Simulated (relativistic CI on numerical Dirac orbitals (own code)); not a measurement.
**Mn⁴⁺: L2,3 absorption edge**

Computed with this model: Dirac-Coulomb-Breit CI, orbitals from a KLI potential per configuration, model QED (radiative potential, 1s self-energy scaled to tabulated hydrogen-like ionisation energies), valence Slater integrals scaled by 0.7, multiplet model of core-to-valence dipole absorption; configurations [Ar] 3d3 → [He] 2s2 2p5 3s2 3p6 3d4; 300 K; Lorentzian 0.4 eV and Gaussian 0.3 eV FWHM. Energies are those of the free ion, without screening or charge transfer. The branching ratio is the share of the lower-energy edge in the whole absorption, uncertain by about 0.02 where the edges overlap. S is read from ⟨S²⟩ = S(S + 1).

Field parameters in Wybourne normalisation: Oh B⁴₀ = 21Dq, B⁴₄ = √(5/14) B⁴₀. The field is a parameter set, without covalency.

Peaks in eV (height, largest 100): 646.6 (46), 648.1 (100), 648.9 (94), 650.5 (30), 651.9 (15), 655.8 (25), 657.1 (61), 658.4 (39), 659.2 (64).

Question: Which surroundings give this spectrum?
A. Oh, 10Dq = 17550 cm⁻¹
B. free ion
C. Oh, 10Dq = 5000 cm⁻¹
D. Oh, 10Dq = 11300 cm⁻¹

Answer: D. Oh, 10Dq = 11300 cm⁻¹, where the ground state has S = 1.50.
